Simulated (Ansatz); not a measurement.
**HBr ··· CH4O**

The pair of HBr (SMILES Br, atoms 1–2) and CH4O (SMILES CO, atoms 3–8), both closed shells, in one local arrangement (a lower one may exist), relaxed at PBE0-D4/def2-TZVP:

```
atom    x (Å)    y (Å)    z (Å)
 Br1   0.2101   0.2283  -2.9374
  H2  -0.2811  -0.0878  -1.5996
  C3   0.3508  -0.0519   0.8967
  O4  -0.7479  -0.3475   0.0465
  H5   1.1602  -0.7209   0.6082
  H6   0.0980  -0.2364   1.9445
  H7   0.6904   0.9813   0.7773
  H8  -1.4807   0.2350   0.2637
```

Program: Ansatz 0.2.0. Basis: def2-TZVPPD, with def2-QZVPPD for the basis limit. Cores are frozen in the correlated methods. Filled d shells of the heavier atoms are correlated. The def2 sets are not built for correlating such inner shells, so the correlated values are less sure here. B3LYP uses VWN-RPA correlation. Extrapolation: Hartree–Fock as exp(−7.88 √X), correlation as X^−2.97. Interaction energies count from these two fragments, frozen as in the pair, with the counterpoise correction; negative means bound.

**Question.** What is the interaction energy by CCSD(T) at an estimated basis limit (MP2 extrapolated from triple and quadruple zeta, plus CCSD(T) − MP2 in triple zeta)? (To be estimated.)

**Answer.** The calculation gives: -25.5 kJ/mol. Hartree–Fock alone gives -7.9 kJ/mol at the basis limit. It counts from the two fragments frozen as in the pair.

The same quantity by other methods in triple zeta, and each one's difference from that estimate:
```csv
method,E_int (kJ/mol),difference
PBE-D4,-30.7,-5.2
revPBE-D4,-26.3,-0.8
BLYP-D4,-26.2,-0.7
r2SCAN-D4,-30.2,-4.7
B97M-V,-24.7,0.8
PBE0-D4,-29.2,-3.7
B3LYP-D4,-26.6,-1.1
HSE06-D4,-29.2,-3.7
wB97X-V,-24.7,0.8
wB97M-V,-24.3,1.2
B2PLYP,-22.2,3.3
HF,-8.1,17.4
MP2,-25.4,0.1
CCSD,-18.1,7.4
CCSD(T),-20.8,4.7
```
Differences are method less estimate.

**Question.** Which atoms make the shortest contact between the fragments?

**Answer.** H2 and O4, 1.73 Å apart.

Energy to bend the free fragments (PBE0-D4 minima) into their shapes in the pair, CCSD(T)/def2-TZVPPD: HBr 2.3 kJ/mol; CH4O -0.2 kJ/mol. This must be added to the interaction energy to get the binding energy from relaxed fragments.

Basis-set superposition shift (counterpoise-corrected less uncorrected): CCSD(T) 4.9; MP2 4.9; HF 0.6; PBE0-D4 0.6; wB97M-V 0.6 kJ/mol.

The T1 diagnostic stays at or below 0.010.

For scale, one of the runs: CCSD(T)/def2-TZVPPD, 219 basis functions, launched by `ansatz run in.yaml --threads 4 --pin off --events-out ev --progress --plain --max-ram 9574MiB`. Time: 98 s of wall clock on 4 CPU threads of an Arm Neoverse V1; the host was shared. Peak host memory: 3.4 GiB.
